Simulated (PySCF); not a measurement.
# Calculated NMR parameters of 3,3,4,4,5,5,5-heptafluoropent-1-ene

```
Formula                               : C5H3F7
SMILES                                : C=CC(F)(F)C(F)(F)C(F)(F)F
InChI                                 : InChI=1S/C5H3F7/c1-2-3(6,7)4(8,9)5(10,11)12/h2H,1H2
Point group of the computed structure : C1
Degrees of unsaturation               : 1
Carbon signals                        : 5
Proton signals                        : 3
```

Atoms are numbered as in `[CH2:1]=[CH:2][C:3]([F:4])([F:5])[C:6]([F:7])([F:8])[C:9]([F:10])([F:11])[F:12]` (H(Xn): hydrogen on atom n). Ha(C1) is cis to C3; Hb(C1) is trans to C3.

Computational details: geometry from PBE0-D3(BJ)/def2-SVP, GIAO B97-2/pcSseg-2 shieldings, spin–spin couplings from B3LYP/pcJ-1 (spin–dipole term only in couplings to heteroatoms), in PySCF (no solvent model, relativity neglected, one computed conformer, rapidly exchanging positions averaged).

Referencing at the same level of theory: ¹H and ¹³C against TMS; ¹⁹F against CFCl3.

| carbon | δC, type | δH (multiplicity, J in Hz) | HMBC from (abs. J ≥ 3 Hz) | span of the C tensor (ppm) |
| --- | --- | --- | --- | --- |
| C1 | 134.4, CH2 | Ha(C1) 6.26 (m); Hb(C1) 6.03 (m) | – | 247 |
| C2 | 135.1, CH | 6.26 (m) | Ha(C1) | 214 |
| C3 | 121.0, C | – | Ha(C1), H(C2), Hb(C1) | 26 |
| C6 | 114.9, C | – | – | 30 |
| C9 | 127.1, C | – | – | 19 |

Other nuclei:
| atoms | nucleus | environment | δ (ppm) | σ (ppm) |
| --- | --- | --- | --- | --- |
| F10/F11/F12 | ¹⁹F | fluorine of a CF3 group | -91.1 | 268.5 |
| F4/F5 | ¹⁹F | fluorine of a CF2 group | -131.3 | 308.7 |
| F7/F8 | ¹⁹F | fluorine of a CF2 group | -139.1 | 316.5 |

Selected couplings (Hz, signed; the shortest-range and largest first, 30 at most; isotopes ¹³C, ¹⁹F, ¹H): ¹J(C9,F10) -356.0, ¹J(C6,F7) -316.8, ¹J(C3,F4) -308.3, ¹J(C2,H(C2)) 176.1, ¹J(C1,Hb(C1)) 172.9, ¹J(C1,Ha(C1)) 171.8, ²J(C6,F10) 39.0, ²J(F4,C6) 38.6, ²J(F7,C9) 34.9, ²J(C3,F7) 33.4, ²J(C2,F4) 23.0, ²J(Ha(C1),Hb(C1)) 1.2, ³J(Ha(C1),H(C2)) 18.8, ³J(Hb(C1),H(C2)) 12.3, ³J(F4,H(C2)) 11.4, ³J(C1,F4) 10.4, ³J(F7,F10) -6.0, ³J(F4,F7) -3.9, ³J(F4,C9) -2.9, ⁴J(F4,F10) 10.5, ⁴J(F7,H(C2)) 2.0, ⁴J(F4,Ha(C1)) -1.8, ⁴J(C1,F7) 1.6.

Carbon types of the structure: 3 × C, 1 × CH, 1 × CH2, which accounts for all hydrogens. δC 135.1: alkene CH; the olefinic region. δC 134.4: terminal =CH2 carbon; an sp2 carbon of a C=C bond. δC 127.1: CF3 carbon; 3 electronegative neighbours deshield it. δC 121.0: allylic fully substituted sp3 carbon bonded to 2 F; 2 electronegative neighbours deshield it. δC 114.9: fully substituted sp3 carbon bonded to 2 F; 2 electronegative neighbours deshield it.

C–F couplings over four or more bonds (about 3 Hz to the para carbon of a fluoroarene) are left out. Common functionals overestimate the size of one-bond C–F couplings by tens of Hz; these are unscaled. Splittings below 1 Hz are ignored in the labels, and close J values are merged. Unscaled 3J(H,H) at this level run about 10 % above measured values. Shifts are as computed. Against solution values, carbons near 30 ppm lie about +4 ppm off and those near 130 ppm about +7 ppm. Of 1211 compounds with measured shifts, 218 miss one by over three times the rms of a fit or turn the order of signals round; such compounds aren't used in these exercises. Unscaled 19F shifts against computed CFCl3 carry errors that often reach 10 to 50 ppm. Only one conformer was computed, so three-bond couplings in flexible chains and rings are approximate.
